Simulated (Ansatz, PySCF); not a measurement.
BCl3H2O2Si, SMILES OB(O)[Si](Cl)(Cl)Cl. Atoms are numbered in the order given.

```xyz
9

Si     0.2255     0.0152     0.0147
Cl     0.2726     2.0743    -0.3588
Cl     1.1587    -0.3229     1.8277
Cl     1.3223    -0.9235    -1.4644
B     -1.7347    -0.4904     0.0092
O     -2.0777    -1.7776     0.2277
O     -2.6753     0.4616    -0.2123
H     -3.0365    -1.9192     0.2054
H     -2.3040     1.3444    -0.3552
```

Geometry: B3LYP-D3(BJ)/def2-SVP. This is a generated structure with no PubChem entry under its InChIKey; it may be hypothetical. The values are those of a single conformer.

Two levels are set side by side: PBE-D3(BJ)/def2-SVP (Ansatz, a program for electronic structure) and B3LYP-D3(BJ)/def2-SVP (Ansatz). Each level has its own optimised geometry; the coordinates shown are those of the second. Frequencies come from the Hessian of PySCF at each geometry. Differences are taken from unrounded values.

| quantity | B3LYP-D3(BJ) | PBE-D3(BJ) | PBE-D3(BJ) minus B3LYP-D3(BJ) |
|---|---|---|---|
| mean bond length (Å) | 1.612 | 1.620 | 0.008 |
| bond Si1–Cl2 (Å) | 2.093 | 2.102 | 0.009 |
| bond Si1–Cl3 (Å) | 2.067 | 2.072 | 0.006 |
| bond Si1–Cl4 (Å) | 2.067 | 2.072 | 0.006 |
| bond Si1–B5 (Å) | 2.024 | 2.029 | 0.005 |
| bond B5–O6 (Å) | 1.350 | 1.358 | 0.008 |
| bond B5–O7 (Å) | 1.356 | 1.365 | 0.009 |
| bond O6–H8 (Å) | 0.969 | 0.978 | 0.009 |
| bond O7–H9 (Å) | 0.968 | 0.979 | 0.011 |
| highest harmonic wavenumber (cm⁻¹) | 3802 | 3682 | -120 |
| mean harmonic wavenumber (cm⁻¹) | 846 | 823 | -24 |
| zero-point energy (kcal/mol) | 25.41 | 24.69 | -0.71 |

Exact exchange shortens and stiffens bonds; PBE has none. Differences between two approximate levels are no errors against the true value.
